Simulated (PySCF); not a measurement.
## TiCl₃, doublet: computed properties

These are results of UPBE0 in PySCF with Ti def2-TZVP, Cl def2-TZVP; no relativity; density-fitted integrals, not measurements.

The structure is a minimum.

```xyz
4
charge 0 multiplicity 2, angstrom
Ti    0.0000    0.0000    0.0000
Cl    2.1903    0.0000    0.0000
Cl   -1.0951    1.8968    0.0000
Cl   -1.0951   -1.8968    0.0000
```

- Point group: D3h
- Bond lengths: Ti–Cl 2.190 Å (×3)
- Bond angles: Cl–Ti–Cl 120.0° (×3)
- Lowest empty level (α): -3.27 eV
- Heat capacity Cp at 298.15 K: 74.6 J/(mol K)
- Entropy at 298.15 K and 1 bar (electronic part: spin only): 337.8 J/(mol K)
- Spin squared ⟨S²⟩: 0.756
- Principal polarisabilities: 46.4, 80.3, 80.3 bohr³
- Enthalpy at 298.15 K above 0 K: 17.85 kJ/mol
- Principal quadrupole moments (Buckingham, traceless) about the centre of mass: -3.10, -3.10, 6.20 D Å
- Rotational constants: 0.06699, 0.06699, 0.0335 cm⁻¹
- Atomisation energy without zero-point energy: 1365 kJ/mol
- Dipole moment: 0.00 D
- Zero-point energy: 9.9 kJ/mol
- Highest occupied level (α): -7.71 eV
- Rotational symmetry number: 6

Harmonic modes (masses in u: Ti 47.948, Cl 34.969):
| symmetry | ω (cm⁻¹) | IR (km/mol, summed over degenerate members) |
| --- | --- | --- |
| a2'' | 82 | 19.5 |
| e' | 100 | 2.4 |
| a1' | 369 | 0.0 |
| e' | 505 | 345 |

In D3h the vibrations span a2'' + 2e' + a1'. The a1' mode carries no infrared intensity, as symmetry demands.

Charges (e):
```json
{"atom": "Ti1", "Mulliken": "1.08", "Löwdin": "-0.36", "polar tensor": "1.77", "spin (Mulliken)": "1.10", "Mayer order to Ti1": "–"}
{"atom": "Cl2,3,4", "Mulliken": "-0.36", "Löwdin": "0.12", "polar tensor": "-0.59", "spin (Mulliken)": "-0.03", "Mayer order to Ti1": "1.11"}
```

Mulliken populations on Ti1: s 6.32, p 12.29, d 2.29, f 0.02.

Formally Ti is in oxidation state +3, d1, with 1 unpaired electron. The Mulliken spin on Ti is 1.10. The polar-tensor charge on Ti, 1.77, is far below the formal one.

This need not be the most stable arrangement of these atoms. Open d and f shells are described by one determinant, and the ground state may have another occupation or spin.

The final relaxation and frequency run took 52 s on 4 threads of a shared Arm Neoverse V2 host, with 156 basis functions and 7 gradients; the process peaked at 1.6 GiB. Launch command: `OMP_NUM_THREADS=4 python axn.py task.json out`.
